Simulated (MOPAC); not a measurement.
Input for MOPAC: PM6 on GaGeH5 (SMILES [GaH2][GeH3]), a point of a torsion scan.

```
PM6 1SCF PRECISE CHARGE=0 THREADS=1
GaGeH5

Ga     1.41151991 1    -0.07843134 1    -0.00386459 1
Ge    -1.00645397 1     0.10919995 1     0.01657950 1
H      2.42481145 1     1.14603336 1     0.04469492 1
H      2.18669058 1    -1.46505949 1    -0.07427284 1
H     -1.63759516 1     0.88616690 1    -1.11801649 1
H     -1.73826975 1    -1.21247305 1    -0.05333552 1
H     -1.62959982 1     0.75652558 1     1.23403836 1
```

Output:

```
*******************************************************************************
 **                                                                           **
 **                              MOPAC v23.2.5                                **
 **                                                                           **
 *******************************************************************************
 ** MOPAC's Digital Object Identifier: https://doi.org/10.5281/zenodo.6511958 **
 **                                                                           **
 ** Please cite the open-source release paper for use of this MOPAC version:  **
 ** J. E. Moussa and J. J. P. Stewart (2026)                                  **
 ** MOPAC: An open-source semiempirical molecular orbital program             **
 ** J. Open Source Softw., 11(119), 8025, https://doi.org/10.21105/joss.08025 **
 *******************************************************************************

                              PM6 CALCULATION RESULTS

 *******************************************************************************
 *  PM6        - The PM6 Hamiltonian to be used
 *
 *
 *
 *                 CHARGE ON SYSTEM = 0
 *
 *
 *
 *  PRECISE    - TIGHTER CRITERIA TO BE USED
 *  1SCF       - DO 1 SCF AND THEN STOP
 *  THREADS=1  - MULTI-THREADING NOT USED
 *  T=         - A TIME OF 172800.0 SECONDS REQUESTED
 *  DUMP=N     - RESTART FILE WRITTEN EVERY 7200.0 SECONDS REQUESTED
 *******************************************************************************
PM6 1SCF PRECISE CHARGE=0 THREADS=1
 GaGeH5

   ATOM   CHEMICAL          X               Y               Z
  NUMBER   SYMBOL      (ANGSTROMS)     (ANGSTROMS)     (ANGSTROMS)

     1      Ga          1.41151991  *  -0.07843134  *  -0.00386459  *
     2      Ge         -1.00645397  *   0.10919995  *   0.01657950  *
     3       H          2.42481145  *   1.14603336  *   0.04469492  *
     4       H          2.18669058  *  -1.46505949  *  -0.07427284  *
     5       H         -1.63759516  *   0.88616690  *  -1.11801649  *
     6       H         -1.73826975  *  -1.21247305  *  -0.05333552  *
     7       H         -1.62959982  *   0.75652558  *   1.23403836  *



          CARTESIAN COORDINATES

    NO.       ATOM           X           Y           Z

     1        Ga          1.4115     -0.0784     -0.0039
     2        Ge         -1.0065      0.1092      0.0166
     3         H          2.4248      1.1460      0.0447
     4         H          2.1867     -1.4651     -0.0743
     5         H         -1.6376      0.8862     -1.1180
     6         H         -1.7383     -1.2125     -0.0533
     7         H         -1.6296      0.7565      1.2340

 General Reference for PM6:
 "Optimization of Parameters for Semiempirical Methods V: Modification of NDDO Approximations
 and Application to 70 Elements", J. J. P. Stewart, J. Mol. Mod., 13, 1173-1213 (2007)
 URL: https://link.springer.com/article/10.1007/s00894-007-0233-4

           Empirical Formula: H5 Ga Ge  =     7 atoms



      MOLECULAR POINT GROUP   :   Cs


      RHF CALCULATION, NO. OF DOUBLY OCCUPIED LEVELS = 6


 -------------------------------------------------------------------------------
 PM6 1SCF PRECISE CHARGE=0 THREADS=1
 GaGeH5



     1SCF WAS SPECIFIED, SO BFGS WAS NOT USED
     SCF FIELD WAS ACHIEVED


                              PM6 CALCULATION
                                                       MOPAC v23.2.5 Linux




          FINAL HEAT OF FORMATION =         33.87063 KCAL/MOL =     141.71472 KJ/MOL


          COSMO AREA              =        111.50 SQUARE ANGSTROMS
          COSMO VOLUME            =         98.53 CUBIC ANGSTROMS

          IONIZATION POTENTIAL    =         10.880235 EV
          HOMO LUMO ENERGIES (EV) =        -10.880 -0.673
          NO. OF FILLED LEVELS    =          6
          MOLECULAR WEIGHT        =        147.3645         POINT GROUP:  Cs

          MOLECULAR DIMENSIONS (Angstroms)

            Atom       Atom       Distance
            H     6    H     3     4.78575
            H     4    H     5     4.05580
            H     4    H     7     2.25147


          SCF CALCULATIONS        =          1





   ATOM   CHEMICAL          X               Y               Z
  NUMBER   SYMBOL      (ANGSTROMS)     (ANGSTROMS)     (ANGSTROMS)

     1      Ga          1.41151991  *  -0.07843134  *  -0.00386459  *
     2      Ge         -1.00645397  *   0.10919995  *   0.01657950  *
     3       H          2.42481145  *   1.14603336  *   0.04469492  *
     4       H          2.18669058  *  -1.46505949  *  -0.07427284  *
     5       H         -1.63759516  *   0.88616690  *  -1.11801649  *
     6       H         -1.73826975  *  -1.21247305  *  -0.05333552  *
     7       H         -1.62959982  *   0.75652558  *   1.23403836  *

                             CARTESIAN COORDINATES

   1   Ga        1.411519910    -0.078431340    -0.003864590
   2   Ge       -1.006453970     0.109199950     0.016579500
   3    H        2.424811450     1.146033360     0.044694920
   4    H        2.186690580    -1.465059490    -0.074272840
   5    H       -1.637595160     0.886166900    -1.118016490
   6    H       -1.738269750    -1.212473050    -0.053335520
   7    H       -1.629599820     0.756525580     1.234038360


           Empirical Formula: H5 Ga Ge  =     7 atoms



      MOLECULAR POINT GROUP   :   Cs


                  EIGENVALUES
 -19.36407 -17.51708 -12.38113 -11.83532 -11.27446 -10.88024  -0.67312   0.61546
   2.39874   2.43767   3.40004   4.03924   4.10758


              NET ATOMIC CHARGES AND DIPOLE CONTRIBUTIONS

  ATOM NO.   TYPE          CHARGE      No. of ELECS.   s-Pop       p-Pop
    1         Ga          -0.278039        3.2780     1.35475     1.92329
    2         Ge          -0.341569        4.3416     1.19412     3.14745
    3          H           0.139476        0.8605     0.86052
    4          H           0.138494        0.8615     0.86151
    5          H           0.116070        0.8839     0.88393
    6          H           0.109397        0.8906     0.89060
    7          H           0.116171        0.8838     0.88383
 DIPOLE           X         Y         Z       TOTAL
 POINT-CHG.     0.110    -0.002    -0.004     0.110
 HYBRID        -0.252     0.021     0.006     0.253
 SUM           -0.142     0.019     0.002     0.143


          ATOMIC ORBITAL ELECTRON POPULATIONS

     Atom    s        px        py        pz
    1 Ga   1.35475   0.87843   1.02533   0.01952
    2 Ge   1.19412   0.97286   1.08717   1.08742
    3  H   0.86052
    4  H   0.86151
    5  H   0.88393
    6  H   0.89060
    7  H   0.88383

 **********************
 *                    *
 * JOB ENDED NORMALLY *
 *                    *
 **********************




 == MOPAC DONE ==
```

The run finished.

Cost: about 0.04 core-seconds (a rough figure).
